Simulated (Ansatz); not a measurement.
Complex (SMILES): [H][H] (H2) with [SiH3][SiH3] (Si2H6), atoms 1 to 2 the first; geometry from B3LYP-D3(BJ)/def2-TZVP, monomers rigid:
```xyz
10

H      0.3397     0.0222     0.2902
H      0.6122     0.2666    -0.3576
Si     0.3200    -3.2284    -1.0917
Si     1.0226    -2.2141    -3.0850
H      0.1535    -4.6882    -1.2985
H      1.3218    -3.0132    -0.0199
H     -0.9775    -2.6616    -0.6511
H      1.2073    -0.7551    -2.8941
H      2.3113    -2.7989    -3.5296
H      0.0137    -2.4266    -4.1514
```

Basis-set convergence of the uncorrected interaction energy at PBE with Ansatz (a program for electronic structure). Cartesian d functions, on some or all atoms, in 6-31G*, 6-31G**, 6-311G**; all else is spherical. The program fits the integrals of some runs and decomposes those of others, by size. No added dispersion term, no relativity. Functions are those of the species that has most. Reference: the counterpoise-corrected one, the value in aug-pcseg-3, -0.20 kcal/mol. Deviations are taken from unrounded values.

| basis | functions | uncorrected interaction energy (kcal/mol) | minus reference (kcal/mol) |
|---|---|---|---|
| STO-3G | 26 | -0.04 | 0.16 |
| 3-21G | 42 | -0.57 | -0.37 |
| 6-31G | 42 | -0.22 | -0.02 |
| def2-SV(P) | 52 | -0.39 | -0.19 |
| 6-31G* | 54 | -0.25 | -0.05 |
| def2-SVP | 76 | -0.39 | -0.19 |
| 6-31G** | 78 | -0.27 | -0.08 |
| cc-pV(D+d)Z | 86 | -0.35 | -0.15 |
| 6-311G** | 102 | -0.16 | 0.04 |
| def2-TZVP | 122 | -0.18 | 0.02 |
| cc-pV(T+d)Z | 190 | -0.21 | -0.02 |
| def2-TZVPP | 196 | -0.20 | 0.00 |
| cc-pV(Q+d)Z | 368 | -0.20 | -0.01 |
| def2-QZVPP | 380 | -0.20 | 0.00 |
| cc-pV(5+d)Z | 640 | -0.20 | -0.01 |

The smallest set listed that lies within 0.1 kcal/mol of the reference with all its larger relatives (same family, alike in diffuse functions; a set with none counts only in the reference's own line) is 6-31G (42 functions, -0.02 kcal/mol off).
